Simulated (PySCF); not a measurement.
## Excitation energy of Mn²⁺ by level of theory

Mn²⁺ [Ar] 3d5 (6S) → Mn²⁺ [Ar] 3d4 4p1 (high-spin determinant), as a difference of total energies. Computed with PySCF 2.14 in x2c-TZVPPall, with scalar relativity by spin-free X2C-1e. Correlated levels: valence and next inner shell: [Ne] frozen. The calculations carry no spin-orbit coupling.

| method | excitation energy (eV) |
| --- | --- |
| UHF | 12.992 |
| MP2 (valence and next inner shell) | 13.927 |
| SCS-MP2 (valence and next inner shell) | 13.545 |
| CCSD (valence and next inner shell) | 13.622 |
| CCSD(T) (valence and next inner shell) | 13.626 |

Question: How much does correlation contribute at CCSD(T) (valence and next inner shell)?

Answer: 13.626 − (12.992) = 0.634 eV, measured against UHF.

A first-order spin-orbit estimate (lowest level to lowest level, LS coupling) adds -0.102 eV.

The basis was made for the ground configuration and has no added diffuse functions, so the excitation energy can come out too high.

The determinant of the upper state mixes LS terms, which raises its energy above the lowest term, most at the Hartree-Fock and MP2 levels.
